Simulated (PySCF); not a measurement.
## HgO⁺ at PBE0

Level: PBE0. basis Hg def2-SVPD with ECP60, O def2-SVPD; scalar-relativistic core potentials; PySCF 2.14.

```json
{
 "state": "²Π (doublet), unpaired electrons π ↑",
 "bond length": "2.007 Å",
 "harmonic wavenumber": "473 cm⁻¹",
 "force constant": "1.95 mdyn/Å",
 "rotational constant Be": "0.2824 cm⁻¹",
 "anharmonicity ωexe": "7.79 cm⁻¹",
 "vibration–rotation constant αe": "0.00372 cm⁻¹",
 "well depth De to Hg⁺ + O": "19.2 kcal/mol",
 "dissociation energy D0": "18.5 kcal/mol",
 "bond order (Mayer)": "0.96",
 "dipole moment (positive dipole points towards O; it is taken about the centre of mass and depends on that origin)": "-2.28 D"
}
```

These are scalar-relativistic numbers at best; spin–orbit coupling would shift them, the dissociation energy most. For an ion De counts to the pair picked by the measured ionisation energies or electron affinities, which need not be the lowest pair at this level. The state was picked by a PBE0 search and need not be the measured ground state.
